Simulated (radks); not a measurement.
Question: The oxygen ion O6+, [He]. Method: non-relativistic Kohn-Sham, exchange-only LDA, spin-polarised, spherical densities, point nucleus; computed with a radial shooting solver on a logarithmic mesh with Libxc functionals. Every spin shell is full or empty, so the densities are truly spherical. Functionals are evaluated on that one density, not self-consistently. Rank these exchange functionals by their error against the exact value of the orbitals, and give that value: LDA, B88, PBE, PBEsol, RPBE, WC, AM05, G96, EV93, r2SCAN, MS2, Tao-Mo.

Answer: Exact: -4.74200 hartree. From best to worst, with 100 (|E| - |E exact|)/|E exact| (equal figures are ties): r2SCAN +0.11, MS2 +0.15, Tao-Mo +0.15, RPBE -0.18, G96 -0.24, B88 -0.67, PBE -1.87, WC -3.85, EV93 +3.98, PBEsol -6.17, AM05 -10.92, LDA -14.13.
